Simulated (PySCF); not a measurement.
C₄H₆BNO, SMILES C=C1OC(=C)B1N.

Coordinates come from a PBE-D3(BJ)/def2-SVP optimisation. This is a generated structure with no PubChem entry under its InChIKey; it may be hypothetical. The values are those of a single conformer.

All values below come from PBE-D3(BJ)/def2-SVP in PySCF.

No scaling factor is applied to the harmonic values.

Computed vibrational spectrum:
```tsv
mode	ν (cm⁻¹)	IR (km/mol)	moving atoms (share of kinetic energy)
1	112	0.8	O 45 %, C 38 %, H 16 %
2	205	0.9	N 35 %, H 31 %, C 31 %
3	219	3.9	B 33 %, C 26 %, H 25 %, N 10 %
4	260	0.2	C 45 %, H 36 %, O 8 %
5	352	0.0	C 61 %, H 39 %
6	460	0.4	H 41 %, C 31 %, B 16 %, O 12 %
7	514	153.2	H 78 %, N 21 %
8	582	0.4	C 48 %, N 20 %, O 17 %, H 10 %
9	611	0.0	H 86 %, C 14 %
10	665	0.9	C 52 %, N 24 %, H 19 %
11	687	19.2	B 45 %, C 41 %
12	697	0.0	H 88 %, C 12 %
13	710	0.2	H 85 %
14	739	1.2	H 51 %, C 21 %, B 16 %, N 8 %
15	811	0.0	H 70 %, C 30 %
16	814	92.3	H 68 %, C 31 %
17	853	2.8	H 45 %, O 35 %, C 19 %
18	912	185.1	O 51 %, C 25 %, H 22 %
19	1010	0.1	H 45 %, B 23 %, C 23 %, N 8 %
20	1132	438.0	C 45 %, B 25 %, H 20 %
21	1184	16.0	C 59 %, O 22 %, H 18 %
22	1336	0.6	H 84 %, C 12 %
23	1336	7.7	H 84 %, C 13 %
24	1441	20.0	H 58 %, B 36 %
25	1573	181.8	H 40 %, B 28 %, N 26 %
26	1648	77.5	C 91 %
27	1742	54.2	C 88 %
28	3088	0.6	H 95 %
29	3088	0.5	H 95 %
30	3193	3.1	H 89 %, C 11 %
31	3193	0.3	H 89 %, C 11 %
32	3516	52.6	H 96 %
33	3616	36.5	H 91 %, N 9 %
```
